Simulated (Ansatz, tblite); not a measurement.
Spin states of NbS₃⁻ (the lowest singlet isomer of a short search), each relaxed with PBE-D4/def2-SVPD in Ansatz. Electronic energies in the gas phase.

In the def2 sets Nb takes a core potential; there is no spin–orbit coupling. The xTB rows come from tblite. B3LYP takes the VWN-RPA correlation. HSE06 is defined as in plane-wave codes, on full-range PBE exchange. Correlated methods freeze 15 core orbitals; core or outer-core shells of Nb are correlated, in sets that lack core-valence functions. The structure comes from a short search, and lower isomers may exist.

Singlet geometry (C3v within 0.1 Å):

```
atom   x (Å)   y (Å)   z (Å)
 Nb1   0.034   0.080  -0.473
  S2   1.419   1.509   0.521
  S3   0.634  -2.035  -0.135
  S4  -2.087   0.446   0.088
```

Triplet geometry (C3v within 0.1 Å):

```csv
atom,x (Å),y (Å),z (Å)
Nb1,0.025,0.116,-0.170
S2,-1.021,-1.622,-1.172
S3,-1.221,1.600,0.997
S4,2.217,-0.094,0.345
```

Quintet geometry (Cs within 0.1 Å):

```xyz
4

Nb    0.575    0.579    0.259
S    -0.811    2.180   -0.418
S    -0.437   -1.358    1.258
S     0.673   -1.401   -1.100
```

Run but left out: HF/STO-3G (singlet: restricted singlet, unstable in another Hartree–Fock run and untested here); HF/def2-TZVPD, MP2/def2-TZVPD (singlet: restricted singlet, unstable towards broken spin symmetry).

Only these spin states were relaxed.

| level | triplet − singlet (kJ/mol) | quintet − singlet (kJ/mol) | lowest of these | remarks |
| --- | --- | --- | --- | --- |
| GFN2-xTB | 68.3 | 309.4 | singlet | – |
| PBE-D4/def2-TZVPD | 83.4 | 339.9 | singlet | HOMO above zero (quintet) |
| r2SCAN-D4/def2-TZVPD | 76.5 | 334.1 | singlet | – |
| B3LYP-D4/def2-TZVPD | 77.1 | 336.7 | singlet | – |
| PBE0-D4/def2-TZVPD | 84.1 | 330.2 | singlet | – |
| HSE06-D4/def2-TZVPD | 83.7 | 330.3 | singlet | – |
| ωB97X-V/def2-TZVPD | 98.5 | 350.8 | singlet | – |
| RPA@PBE/def2-TZVPD | 69.2 | 335.7 | singlet | – |

| state | donor atoms | mean metal–ligand distance (Å) | range (Å) | Mulliken spin on the metal (PBE0) |
| --- | --- | --- | --- | --- |
| singlet | 3 | 2.225 | 2.22–2.22 | 0 |
| triplet | 3 | 2.262 | 2.26–2.26 | 1.03 |
| quintet | 3 | 2.343 | 2.22–2.40 | 2.11 |

⟨S²⟩ at PBE0-D4/def2-TZVPD: singlet 0.00 (pure 0.00), triplet 2.03 (pure 2.00), quintet 6.02 (pure 6.00).

Change of the quintet − singlet gap on mixing in exact exchange, in kJ/mol: PBE to PBE0 (25 % exact exchange) -9.7.

The xTB methods have no spin-polarisation term.
